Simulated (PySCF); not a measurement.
Field gradients at the hydrogen positions

C4H11NOSi2.
Structure used (GFN2-xTB), in Å, numbered top down from 1:
```
atom  x, y, z in Å
C1    -3.3027   -0.3746    0.0387
C2    -1.8419   -0.7743   -0.1155
C3    -0.9110    0.2761    0.4774
O4     0.4195   -0.1388    0.3286
Si5    1.8072    0.5935    0.7263
Si6    3.3791   -0.8506   -0.1229
C7     1.8563    2.2952   -0.0745
N8     1.8807    3.3163   -0.5958
H9    -3.5594   -0.2619    1.0897
H10   -3.4943    0.5709   -0.4633
H11   -3.9488   -1.1331   -0.3952
H12   -1.6576   -1.7262    0.3865
H13   -1.5962   -0.9009   -1.1716
H14   -1.1299    0.4210    1.5422
H15   -1.0504    1.2387   -0.0289
H16    1.8215    0.9815    2.1492
H17    3.2654   -2.1979    0.4434
H18    3.3507   -0.9873   -1.5816
H19    4.7019   -0.3381    0.2427
```

Level: PBE0/pcSseg-1 (PySCF, non-relativistic); Q(2H) = 0.00286 b; rigid geometry, the same for H and D, with no vibrational averaging.

**Question.** Rank these positions by the coupling χzz of a deuteron there, largest first.
A. H14 (methylene hydrogen)
B. H13 (methylene hydrogen)
C. H17 (Si–H hydrogen)
D. H11 (methyl hydrogen)
E. H16 (Si–H hydrogen)

**Answer.** D (213 kHz), B (204 kHz), A (193 kHz), C (109 kHz), E (100 kHz).

**Question.** Tabulate Vzz, the asymmetry η and χzz = 234.96 MHz × Q × Vzz for every hydrogen position.

**Answer.** 
```json
{"atom": "H9", "bonded to": "C1", "bond length (Å)": "1.088", "Vzz (au)": "0.3144", "η": "0.02", "χzz (kHz)": "211"}
{"atom": "H10", "bonded to": "C1", "bond length (Å)": "1.087", "Vzz (au)": "0.3143", "η": "0.02", "χzz (kHz)": "211"}
{"atom": "H11", "bonded to": "C1", "bond length (Å)": "1.087", "Vzz (au)": "0.3170", "η": "0.02", "χzz (kHz)": "213"}
{"atom": "H12", "bonded to": "C2", "bond length (Å)": "1.092", "Vzz (au)": "0.3031", "η": "0.02", "χzz (kHz)": "204"}
{"atom": "H13", "bonded to": "C2", "bond length (Å)": "1.092", "Vzz (au)": "0.3030", "η": "0.02", "χzz (kHz)": "204"}
{"atom": "H14", "bonded to": "C3", "bond length (Å)": "1.097", "Vzz (au)": "0.2869", "η": "0.08", "χzz (kHz)": "193"}
{"atom": "H15", "bonded to": "C3", "bond length (Å)": "1.097", "Vzz (au)": "0.2847", "η": "0.08", "χzz (kHz)": "191"}
{"atom": "H16", "bonded to": "Si5", "bond length (Å)": "1.475", "Vzz (au)": "0.1495", "η": "0.02", "χzz (kHz)": "100"}
{"atom": "H17", "bonded to": "Si6", "bond length (Å)": "1.466", "Vzz (au)": "0.1621", "η": "0.01", "χzz (kHz)": "109"}
{"atom": "H18", "bonded to": "Si6", "bond length (Å)": "1.465", "Vzz (au)": "0.1622", "η": "0.01", "χzz (kHz)": "109"}
{"atom": "H19", "bonded to": "Si6", "bond length (Å)": "1.465", "Vzz (au)": "0.1620", "η": "0.01", "χzz (kHz)": "109"}
```

**Question.** Average by the element that carries the hydrogen.

**Answer.** on C: 204 kHz over 7 positions, mean bond length 1.091 Å; on Si: 107 kHz over 4 positions, mean bond length 1.468 Å.

**Question.** A static deuteron (I = 1) shows a doublet split by (3/2)χ, (3/4)χ(1 + η) and (3/4)χ(1 − η) with the field along z, y and x of the gradient. What are these for H17?

**Answer.** With |χ| = 108.9 kHz and η = 0.014: 163, 83 and 81 kHz, to first order and without motion.

Isolated species at its GFN2-xTB geometry (one conformer only). GFN2-xTB bond lengths can be off by several hundredths of an ångström, more for odd bonds, and the gradients follow them. A larger basis could move these couplings by a tenth or more.
